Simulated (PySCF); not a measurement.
Simulated outer-valence photoelectron spectrum of `[BH2][GeH2][CH]=C`. Level of theory: EOM-IP-CCSD/aug-cc-pVDZ in PySCF, restricted Hartree–Fock reference, 12 core orbitals frozen, non-relativistic, gas phase, PBE0-D3(BJ)/def2-SVP geometry.

Each root has a Gaussian of 0.3 eV full width with its one-hole share as area; cross sections and vibrations are left out, and the highest printed point is 100.

ionisation energy (eV), intensity and a bar:
```
      9.4          4 #
      9.6         66 ####################
      9.8         82 #########################
     10.0          9 ###
     10.2          1 
     10.4         29 #########
     10.6        100 ##############################
     10.8         29 #########
     11.0         17 #####
     11.2         95 ############################
     11.4         56 #################
     11.6         85 ##########################
     11.8         61 ##################
     12.0          4 #
     12.2          0 
     12.4          0 
     12.6          2 #
     12.8         49 ###############
     13.0         92 ############################
     13.2         15 ####
     13.4          0 
     13.6          8 ##
     13.8         79 ########################
     14.0         66 ####################
     14.2          5 #
     14.4          0 
     14.6          0 
     14.8          0 
     15.0         23 #######
     15.2         97 #############################
     15.4         34 ##########
     15.6          1 
     15.8          0 
     16.0          1 
     16.2         28 ########
     16.4         94 ############################
     16.6         27 ########
     16.8          1
```

**Question.** Where are the maxima, and how many lines lie under the curve?

**Answer.** 8 maxima, at 9.7, 10.6, 11.2, 11.7, 13.0, 13.9, 15.2 and 16.4 eV, from 8 lines.

**Question.** List the lines with their holes.

**Answer.** 
```json
{"E (eV)": "9.72", "leading hole (HF orbital)": "HOMO", "area": "0.96", "Koopmans (eV)": "9.91"}
{"E (eV)": "10.60", "leading hole (HF orbital)": "HOMO-1", "area": "0.95", "Koopmans (eV)": "11.27"}
{"E (eV)": "11.24", "leading hole (HF orbital)": "HOMO-2", "area": "0.95", "Koopmans (eV)": "11.95"}
{"E (eV)": "11.67", "leading hole (HF orbital)": "HOMO-3", "area": "0.94", "Koopmans (eV)": "12.36"}
{"E (eV)": "12.95", "leading hole (HF orbital)": "HOMO-4", "area": "0.94", "Koopmans (eV)": "13.76"}
{"E (eV)": "13.88", "leading hole (HF orbital)": "HOMO-5", "area": "0.94", "Koopmans (eV)": "15.19"}
{"E (eV)": "15.22", "leading hole (HF orbital)": "HOMO-6", "area": "0.93", "Koopmans (eV)": "16.70"}
{"E (eV)": "16.40", "leading hole (HF orbital)": "HOMO-7", "area": "0.89", "Koopmans (eV)": "17.85"}
```

The widest gap, 1.34 eV, lies between 13.88 and 15.22 eV. Only orbitals with −ε under 21 eV, eight at most, were ionised, so the high end of the curve may lack lines.

Shape of the structure used: `[BH2:1][GeH2:2][CH:3]=[CH2:4]`: B1–Ge2–C3–C4 111°.

One conformer stands for the species.
